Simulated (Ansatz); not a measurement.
A made-up structure of H2TeS, closed shell:

```
4
angstrom
S -0.3947 -0.8998 0.8560
Te 0.2912 1.2609 0.1379
H 0.6519 2.0289 1.5995
H -0.5237 1.2274 -1.3132
```

It is relaxed with PBE-D4/def2-SVP and then PBE0-D4/def2-TZVP (Ansatz 0.2.0). Atoms count as bonded within 1.22 times the sum of their covalent radii (H–H: 0.88 Å). The end point is not checked to be a true minimum.

Problem. Does its bonding change? (Judge from chemistry; the calculation decides.)

Solution. The calculation gives: No: no bond forms or breaks.

Where it ends: The first stage lowers the energy by 1.92 eV in 9 steps. It ends as H₂TeS ([S][TeH2]):
| atom | x (Å) | y (Å) | z (Å) |
| --- | --- | --- | --- |
| S1 | -0.3776 | -0.9513 | 0.9131 |
| Te2 | 0.6328 | 0.8713 | 0.0829 |
| H3 | 0.2969 | 2.1004 | 1.1963 |
| H4 | -0.5274 | 1.5970 | -0.9121 |

Labels in which every atom is bracketed show which atoms are joined, not bond orders.

For scale, one of the runs: PBE0-D4/def2-TZVP relaxation, 99 basis functions, launched by `ansatz run in.yaml --threads 2 --pin off --events-out ev --progress --plain --max-ram 4352MiB`. Hardware: 2 CPU threads of an Arm Neoverse V2, shared host. Wall time about 6.5 s.
